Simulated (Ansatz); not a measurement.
C₃N₃Si, SMILES `N#C[Si](C#N)C#N` radical from Hartree–Fock to CCSD(T)

Cartesian coordinates in Å:
```
N 2.081 1.954 -0.217
C 1.237 1.207 0.026
Si -0.083 0.086 0.567
C -1.643 0.454 -0.280
N -2.678 0.710 -0.723
C 0.395 -1.648 0.335
N 0.690 -2.762 0.293
```

The species carries charge 0 and has multiplicity 2. The structure was optimised at the PBE0-D4/def2-TZVP level. Frozen core, unrestricted reference, Ansatz 0.2.0. CBS rows extrapolate triple and quadruple zeta; past MP2 they add the triple-zeta difference.

```tsv
basis	HF (Eh)	MP2 corr.	CCSD corr.	(T)	CCSD(T) total
def2-SVP	-565.52737	?	-0.90369	-0.04142	?
def2-TZVPP	-565.96010	?	?	-0.06126	?
def2-QZVPP	-565.97906	-1.12707	–	–	–
CBS(def2)	-565.98167	?	-1.20495	as TZ	?
```

(1) Fill in the withheld values. (Best estimate.)

Results:

(1) Ansatz gave: def2-SVP MP2 corr.: -0.86789; def2-SVP CCSD(T) total: -566.47248; def2-TZVPP MP2 corr.: -1.05503; def2-TZVPP CCSD corr.: -1.07954; def2-TZVPP CCSD(T) total: -567.10090; CBS(def2) MP2 corr.: -1.18044; CBS(def2) CCSD(T) total: -567.24788.

The UHF reference is spin-contaminated (⟨S²⟩ = 0.99, T1 = 0.034).
